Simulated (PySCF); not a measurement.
I₃Sb, SMILES [I][Sb-]([I])[I], charge -1, multiplicity 2. Geometry optimised at PBE-D3(BJ)/def2-SVPD. The def2 effective core potentials stand for the cores of I, Sb; spin–orbit coupling is left out.

Give the equilibrium geometry at PBE-D3(BJ)/def2-SVPD (PySCF confirms it by a frequency run) as a Z-matrix, and its point group. (Estimate from the structure and the level; the computed values follow.)

point group D3h.
```
Sb
I 1 2.9611
I 1 2.9611 2 120.00
I 1 2.9611 2 120.00 3 180.00
```
Charge -1, spin multiplicity 2.
